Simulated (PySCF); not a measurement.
# One molecule, several mistakes: GeH5NOSi

Calculated results; nothing here was measured. The program is PySCF 2.14.0, an open-source quantum chemistry code, run on an isolated molecule that a program drew, which may never have been made. The molecule is GeH5NOSi (charge 0, singlet), drawn as the SMILES string `[NH2][Ge][SiH2]O`.

Each row is a Hartree-Fock (HF) and frozen-core CCSD(T) single point in the cc-pV(D+d)Z basis, meant for a local HF minimum. Run 1 is clean. Each other run has one planted mistake out of seven kinds, and not every kind appears here: one electron removed, one electron added, multiplicity raised by two, geometry at a saddle point, minimal basis STO-3G, one bond length entered in bohr, all coordinates scaled. The reference is restricted for singlets and unrestricted otherwise, and also for a bond in bohr. Adding or removing an electron swaps singlet and doublet. Electrons count all cores. HOMO and LUMO are orbital energies over both spins, the gradient is its largest component, and the lowest frequency (negative if imaginary) is given only where the gradient is small. Bond lengths are over the 8 bonds as drawn. T1 is the CCSD diagnostic: over 0.02 (restricted) or 0.045 (unrestricted) a single reference is doubtful. Germanium has the cc-pVDZ-PP basis, with a core potential (ECP10MDF) in place of its 10 inner electrons, and its 3s, 3p and 3d shells are frozen in CCSD(T).

Geometry of the clean run:
```xyz
9
GeH5NOSi, angstrom
N    -1.2384   -1.7404    1.9102
Ge   -1.0681   -0.4639    0.6324
Si   -0.3411   -2.0417   -1.1572
O     0.8006   -1.3826   -2.1737
H    -1.5510   -1.5102    2.8353
H    -1.0241   -2.7170    1.8295
H    -1.5359   -2.4714   -1.9393
H     0.2909   -3.2654   -0.6069
H     0.5985   -0.5733   -2.6178
```

```
run  electrons  basis functions  <S^2>  HOMO (eV)  LUMO (eV)  gradient (hartree/bohr)  lowest frequency (cm^-1)  mean bond (Å)  longest bond (Å)      T1  HF (hartree)  CCSD(T) (hartree)                          mistake
  1         66               99  0.000      -8.03       1.22                  9.9e-06                        35         1.4873             2.494  0.0177    -714.58013         -715.17770                         no fault
  2         66               99  2.021      -6.45      -0.01                  2.8e-02                         -         1.4873             2.494  0.0194    -714.52525         -715.10259       multiplicity raised by two
  3         66               99  0.825      -8.26       1.04                  2.0e-02                         -         1.5989             2.494  0.0547    -714.44348         -715.04497  one bond length entered in bohr
  4         67               99  0.763      -0.19       7.81                  3.5e-02                         -         1.4873             2.494  0.0159    -714.56040         -715.16149               one electron added
  5         65               99  0.785     -15.71      -6.20                  6.2e-02                         -         1.4873             2.494  0.0238    -714.31940         -714.89778                                ?
  6         66               99  0.000      -8.20       0.90                  4.5e-02                         -         1.5706             2.634  0.0209    -714.55640         -715.16622                                ?
```

**Which mistake was planted in run 5, and what did it cost?**

It counts 65 electrons, one fewer than the clean run, at the same geometry and basis. So the mistake is: one electron removed. Subtracting run 1 and multiplying by 627.51 kcal/mol a hartree, the energy moved by 163.6 kcal/mol in HF and 175.7 kcal/mol in CCSD(T).

**Which mistake was planted in run 6, and what did it cost?**

The mean and the longest bond both change by the same factor, 1.056, and the gradient is no longer small. So the mistake is: all coordinates scaled. Subtracting run 1 and multiplying by 627.51 kcal/mol a hartree, the energy moved by 14.9 kcal/mol in HF and 7.2 kcal/mol in CCSD(T).

Cautions from the logs. Run 3: T1 is over the limit, so its CCSD(T) energy is less reliable; run 4: the added electron raises the CCSD(T) energy, so it isn't bound in this basis; run 6: T1 is over the limit, so its CCSD(T) energy is less reliable.
